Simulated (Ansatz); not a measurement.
Relaxation of AlH$_{8}$NO$_{4}$Zr (15 atoms, charge 0, multiplicity 1), to a largest force component of 0.03 eV/Å in at most 50 steps.

All numbers below come from Ansatz, RKS PBE/def2-SVP.

```xyz
15
Properties=species:S:1:pos:R:3:forces:R:3
Zr 0.429 0.065 -0.356 0.30 0.33 0.91
O -1.190 0.412 2.453 0.57 0.16 -0.30
H -1.566 1.111 1.879 0.04 -0.05 0.04
O 1.494 -0.151 -1.950 -0.02 -0.03 -0.02
H 1.971 -0.066 -2.786 0.01 0.02 -0.01
O -1.022 1.361 -0.620 -0.05 0.02 -0.04
H -1.866 1.551 -1.056 0.01 0.00 0.02
N -0.312 -1.789 0.050 -0.05 -0.06 -0.04
H -0.929 -1.899 0.866 0.01 0.00 0.04
H -0.275 -2.677 -0.461 0.03 0.03 0.02
O 1.533 0.799 1.201 -0.44 -0.28 -0.53
Al 2.959 1.350 1.994 -0.01 -0.01 -0.02
H 4.388 0.998 1.370 0.01 0.00 0.00
H 2.784 2.208 3.330 0.00 0.00 0.02
H -0.242 0.702 2.511 -0.42 -0.15 -0.08
```

Question: Where does it end, and by what steps?

Answer: The run converged. After 18 steps the energy has fallen by 0.337 eV; O2 moved furthest, 0.54 Å. Joined: Zr1–O2 (3.26 → 2.44 Å).

```tsv
step	energy less start (eV)	largest force component (eV/Å)	accepted
0	0.0000	0.907	yes
1	-0.0816	1.012	yes
2	-0.1905	1.072	yes
3	-0.2484	0.867	yes
4	-0.2341	0.508	no
5	-0.2927	0.547	yes
6	-0.3124	0.112	yes
7	-0.3144	0.751	yes
8	-0.3246	0.277	yes
9	-0.2887	0.425	no
10	-0.3271	0.204	yes
11	-0.3322	0.122	yes
12	-0.3337	0.127	yes
13	-0.3359	0.103	yes
14	-0.3359	0.141	yes
15	-0.3365	0.053	yes
16	-0.3366	0.038	yes
17	-0.3367	0.048	yes
18	-0.3370	0.016	yes
```

```xyz
15
Properties=species:S:1:pos:R:3
Zr 0.270 0.099 -0.074
O -1.112 0.382 1.920
H -1.625 1.027 1.363
O 1.184 0.010 -1.779
H 1.713 0.039 -2.586
O -1.270 1.381 -0.395
H -1.619 1.783 -1.206
N -0.220 -1.876 0.225
H -0.826 -2.200 0.987
H 0.030 -2.681 -0.360
O 1.594 0.843 1.231
Al 3.077 1.274 1.984
H 4.466 0.883 1.294
H 3.003 2.072 3.369
H -0.508 0.939 2.452
```

Time of the run: 48 s on 4 threads of AMD EPYC 7R32 (Zen 2) (shared host), peak memory 0.26 GiB.
